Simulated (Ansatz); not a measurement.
```xyz
10

B     0.044   -0.094   -1.652
C     0.191   -0.570   -0.179
F     0.309   -1.890    0.062
Cl    1.897    0.114   -0.659
Ge   -0.444    0.414    1.419
H     0.174   -0.905   -2.516
H    -0.357    1.010   -1.855
H     0.471    0.073    2.602
H    -1.878   -0.060    1.689
H    -0.407    1.907    1.089
```

Total charge 0; spin multiplicity 1.

Problem. List the PBE0/def2-TZVPP orbital energies in eV (the Gaussian-basis code of Ansatz). (An estimate is asked.)

Solution. The calculation gave: Occupied: -10860.41, -2768.48, -1358.69, -1208.51, -1208.50, -1208.50, -674.91, -281.97, -260.27, -198.59, -198.43, -198.37, -184.64, -171.42, -121.22, -121.19, -121.19, -34.87, -34.06, -34.04, -34.03, -33.97, -33.97, -24.66, -19.21, -16.40, -15.76, -14.19, -13.59, -12.53, -11.01, -10.43, -10.42, -10.00, -9.54, -9.16, -8.50. Lowest empty: -0.97, -0.13, 0.53, 0.99, 1.10, 1.58, 2.38, 2.74.
